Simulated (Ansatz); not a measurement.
A nudged elastic band was laid between two geometries of BFH2 + BrH (6 atoms, charge 0, multiplicity 1).

Level of theory: RKS B3LYP-D4/def2-SVP in Ansatz 0.2.0.

```
movable images  : 9
climbing image  : yes
spring          : 5.0 eV/Å²
optimiser       : quadratic models (default)
start path      : through a guess of the saddle point
force threshold : 0.05 eV/Å
iteration limit : 60
end points      : relaxed
```

Initial state:

```xyz
6
Properties=species:S:1:pos:R:3
B -0.029 -0.369 -0.118
H -0.073 -0.737 1.033
F 1.157 -0.308 -0.699
H -1.003 -0.132 -0.788
Br -0.130 2.557 1.018
H 0.337 2.073 2.279
```

Final state:

```xyz
6
Properties=species:S:1:pos:R:3
B -0.042 0.602 -0.547
H 0.285 -0.344 2.384
F 1.077 -0.065 -0.702
H -1.095 0.028 -0.534
Br 0.028 2.508 -0.356
H 0.004 0.356 2.480
```

Task: Which bonds break or form, and what moves?

Result: Bonds broken: B1–H2, Br5–H6. Bonds formed: B1–Br5, H2–H6. BFH2 + BrH becomes BBrFH + H2.

Task: Give the energies along the band, and the barrier.

Result: The run converged. The highest image is number 5 of 0 to 10, 62.7 kJ/mol above the first end and 121.9 kJ/mol above the last; the last end lies 59.2 kJ/mol below the first. A vibrational analysis at the climbing image gives one clearly imaginary mode, 784i cm⁻¹: a first-order saddle point. The orbitals stay closed-shell, which can raise the energy where a bond breaks towards radicals; this wasn't checked here.

| image | path coordinate (Å) | energy (kJ/mol) | B1–H2 (Å) | Br5–H6 (Å) | B1–Br5 (Å) |
| --- | --- | --- | --- | --- | --- |
| 0 | 0.00 | 0.0 | 1.21 | 1.43 | 3.14 |
| 1 | 0.42 | 1.0 | 1.21 | 1.43 | 3.16 |
| 2 | 0.83 | 3.8 | 1.21 | 1.43 | 3.20 |
| 3 | 1.25 | 10.1 | 1.21 | 1.44 | 3.00 |
| 4 | 1.66 | 32.1 | 1.23 | 1.49 | 2.66 |
| 5 | 2.08 | 62.7 | 1.31 | 1.70 | 2.33 |
| 6 | 2.52 | 19.3 | 1.56 | 2.08 | 2.07 |
| 7 | 2.96 | -25.7 | 1.97 | 2.45 | 1.96 |
| 8 | 3.41 | -49.2 | 2.36 | 2.83 | 1.93 |
| 9 | 3.85 | -57.5 | 2.74 | 3.21 | 1.92 |
| 10 | 4.29 | -59.2 | 3.10 | 3.56 | 1.92 |

Task: What is the geometry of the highest image?

Result: 
```xyz
6
Properties=species:S:1:pos:R:3
B 0.025 0.156 0.112
H 0.020 -0.202 1.375
F 1.180 -0.121 -0.477
H -1.046 -0.020 -0.392
Br 0.002 2.409 0.699
H 0.077 0.863 1.408
```

Task: What are the harmonic wavenumbers there?

Result: 784i, 221, 508, 767, 896, 1012, 1084, 1275, 1366, 1542, 2136, 2696 cm⁻¹.

The run took 5.1 min on 1 thread of Intel(R) Xeon(R) Platinum 8259CL CPU @ 2.50GHz (Skylake/Cascade Lake), on a shared host, peak memory 0.16 GiB.
